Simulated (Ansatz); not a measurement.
Consider the ligand exchange at the Si–C bond: `[SiH3]C=C=C[SiH3]` + `[OH][Cd][F]` → `[F][Cd][O][SiH3]` + `C=C=C[SiH3]`.

Gas-phase electronic energies from Ansatz, PBE0-D4/def2-TZVP geometries. CBS: MP2 limit from def2 TZ/QZ plus the TZ coupled-cluster correction, frozen cores. DFT in def2-TZVPP. B3LYP here is the variant with VWN-RPA as its local correlation; programs differ in this. Elements past krypton have def2 core potentials. For Cd outer-core shells are correlated without core-valence functions, which leaves a few kJ/mol of doubt a bond. Each species was taken in one conformer, which may not be the lowest.

`[SiH3]C=C=C[SiH3]`:

Cartesian coordinates in Å:
```
Si -0.355 2.435 -0.595
C -1.209 0.890 -0.009
C -0.691 -0.285 -0.223
C -0.118 -1.436 -0.419
Si 1.070 -2.140 0.826
H -1.222 3.180 -1.546
H -0.066 3.332 0.556
H 0.913 2.057 -1.266
H -2.157 0.956 0.522
H -0.346 -1.986 -1.331
H 1.208 -1.184 1.952
H 0.575 -3.447 1.337
H 2.399 -2.372 0.198
```

`[OH][Cd][F]`:

Cartesian coordinates in Å:
```
O -0.929 -0.329 0.966
Cd 0.332 0.394 -0.338
F 1.543 1.224 -1.587
H -0.946 -1.289 0.959
```

`[F][Cd][O][SiH3]`:

```xyz
7

F     3.194   -0.861   -2.159
Cd    1.482   -0.395   -1.417
O    -0.284    0.084   -0.759
Si   -0.934    0.251    0.725
H    -0.276    1.345    1.499
H    -0.803   -0.998    1.532
H    -2.378    0.574    0.579
```

`C=C=C[SiH3]`:

```xyz
10

C     0.614    1.867    0.979
C     0.268    1.015    0.059
C    -0.081    0.135   -0.833
Si   -0.466   -1.624   -0.360
H     1.655    2.008    1.247
H    -0.129    2.464    1.496
H    -0.147    0.444   -1.875
H     0.455   -2.560   -1.060
H    -1.856   -1.973   -0.760
H    -0.314   -1.777    1.107
```

```
             level  ΔE (kJ/mol)  difference from CCSD(T)/CBS
            PBE-D4        -71.5                         17.0
            B97M-V        -90.0                         -1.5
        r2SCAN0-D4        -89.3                         -0.8
            B2PLYP        -92.2                         -3.7
               PBE        -73.7                         14.8
            revPBE        -73.9                         14.6
            r2SCAN        -85.7                          2.8
              PBE0        -81.9                          6.6
             B3LYP        -90.9                         -2.4
           r2SCAN0        -90.4                         -1.9
RPA@PBE/def2-TZVPP        -91.2                         -2.7
       HF/def2-SVP       -113.6                        -25.1
     HF/def2-TZVPP       -115.8                        -27.3
   CCSD/def2-TZVPP        -96.3                         -7.8
     HF/def2-QZVPP       -116.1                        -27.6
    CCSD/CBS(def2)        -92.4                         -3.9
       CCSD(T)/CBS        -88.5                            0
```

Largest T1 diagnostic among the species: 0.017.

In def2-TZVPP, CCSD(T) changes the Hartree–Fock value by +23.4 kJ/mol (the triples alone add +3.9 kJ/mol) and MP2 by +26.1 kJ/mol. From BLYP to BHLYP (50 % exact exchange), in def2-TZVPP and without D4, ΔE moves by −16.3 kJ/mol.
